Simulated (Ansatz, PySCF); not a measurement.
Gas-phase reaction (SMILES): C[Si](F)(F)Cl [chloro-difluoro-methylsilane] + 3 [SiH4] (SiH4) -> C[SiH3] [methylsilane] + 2 F[SiH3] [fluorosilane] + [SiH3]Cl; bond separation energy.

Geometries: B3LYP-D3(BJ)/def2-TZVP minima from Ansatz (a first-principles code). Valence correlation only, unless marked. No spin-orbit coupling. Non-relativistic. Basis-set limits of correlation are two-point, X^-3; Hartree-Fock from the larger set. [CCSD(T)-MP2]/basis is that difference in the basis named. Thermal terms are rigid-rotor harmonic-oscillator values from B3LYP-D3(BJ) frequencies (Ansatz or PySCF) at 298.15 K and 1 atm. 1 Eh = 627.5095 kcal/mol.

| species | E, RI-MP2/CBS(cc-pV(T+d)Z,cc-pV(Q+d)Z)+[CCSD(T)-MP2]/cc-pV(T+d)Z (Ansatz) (Eh) | E, wB97X-V/def2-TZVPD (Ansatz) (Eh) | H - E (Eh) | G - E (Eh) |
|---|---|---|---|---|
| C[Si](F)(F)Cl | -988.50460 | -989.44385 | 0.05226 | 0.01410 |
| C[SiH3] | -330.73641 | -331.17157 | 0.06602 | 0.03705 |
| F[SiH3] | -390.71877 | -391.16286 | 0.03157 | 0.00450 |
| [SiH3]Cl | -750.69114 | -751.44342 | 0.03058 | 0.00210 |
| [SiH4] (SiH4) | -291.46100 | -291.83995 | 0.03520 | 0.01198 |

Problem. Work out ΔE and ΔH, ΔG, ΔS and the equilibrium constant at 298.15 K at the first level, then ΔH at the second.

Solution. 
1. ΔE = [(-330.73641) + 2×(-390.71877) + (-750.69114)] - [(-988.50460) + 3×(-291.46100)] = 0.02251 Eh = 14.1 kcal/mol at RI-MP2/CBS(cc-pV(T+d)Z,cc-pV(Q+d)Z)+[CCSD(T)-MP2]/cc-pV(T+d)Z.
2. The terms H - E add up to 0.00188 Eh, so ΔH = (0.02251 + (0.00188))×627.5095 = 15.3 kcal/mol.
3. The terms G - E add up to -0.00189 Eh, so ΔG = 12.9 kcal/mol, and ΔS = (0.00188 - (-0.00189))×627509.5/298.15 = 7.9 cal/(mol K).
4. log10 K = -ΔG/(RT ln 10) = -9.5, with RT ln 10 = 1.3642 kcal/mol.
5. At wB97X-V/def2-TZVPD the same steps give ΔE = 14.4 and ΔH = 15.6 kcal/mol, a shift of +0.3 from the first level.
6. These values are not checked against measurement here, since the tables used lack a sound gas-phase enthalpy of formation for at least one species.
